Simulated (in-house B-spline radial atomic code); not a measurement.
Configurations of the rubidium ion Rb⁷⁺, with energies counted from [Ar] 3d10 4s2. All numbers are computed (Dirac-Hartree-Fock, average of configuration; Fermi nucleus of rms radius 4.2036 fm) with an all-electron radial atomic-structure program (B-spline basis), not measured. Energies include first-order Breit, QED and recoil terms.

Occupations are held fixed; configurations that lie above the ionisation limit could autoionise.

```json
{"configuration": "[Ar] (3d3/2)3 (3d5/2)6 4s2 (4p3/2)1", "E - E(ref) (eV)": "113.83", "highest orbital": "4p3/2", "its <r> (bohr)": "1.363"}
{"configuration": "[Ar] (3d3/2)3 (3d5/2)6 4s2 (6f7/2)1", "E - E(ref) (eV)": "205.7", "highest orbital": "6f7/2", "its <r> (bohr)": "5.642"}
{"configuration": "[Ar] (3d3/2)3 (3d5/2)6 4s2 (8p3/2)1", "E - E(ref) (eV)": "212.48", "highest orbital": "8p3/2", "its <r> (bohr)": "8.677"}
{"configuration": "[Ne] 3s2 (3p1/2)1 (3p3/2)4 3d10 4s2 (4p3/2)1", "E - E(ref) (eV)": "253.22", "highest orbital": "4p3/2", "its <r> (bohr)": "1.363"}
{"configuration": "[Ne] 3s2 (3p1/2)2 (3p3/2)3 3d10 4s2 (4d5/2)1", "E - E(ref) (eV)": "276.57", "highest orbital": "4d5/2", "its <r> (bohr)": "1.609"}
{"configuration": "[Ne] 3s2 (3p1/2)2 (3p3/2)3 3d10 4s2 (6p1/2)1", "E - E(ref) (eV)": "323.55", "highest orbital": "6p1/2", "its <r> (bohr)": "4.256"}
```

Task: Order these further configurations by energy, lowest first.
A. [Ne] 3s2 (3p1/2)1 (3p3/2)4 3d10 4s2 (5f5/2)1
B. [Ne] 3s2 (3p1/2)2 (3p3/2)3 3d10 4s2 (4f5/2)1
C. [Ar] 3d10 4s1 (8d3/2)1
D. [Ar] 3d10 4s1 (6p3/2)1
E. [Ar] (3d3/2)4 (3d5/2)5 4s2 (4d3/2)1

Result: D (93.653 eV), C (114.26 eV), E (144.68 eV), B (303.57 eV), A (333.75 eV).

Task: How far above the reference does [Ar] (3d3/2)4 (3d5/2)5 4s2 (6d3/2)1 lie?

Result: 198.18 eV; its least bound orbital is 6d3/2 with <r> = 4.861 bohr.

Task: How far above the reference does [Ar] 3d10 4s1 (7f5/2)1 lie?

Result: 112.19 eV; its least bound orbital is 7f5/2 with <r> = 8.119 bohr.
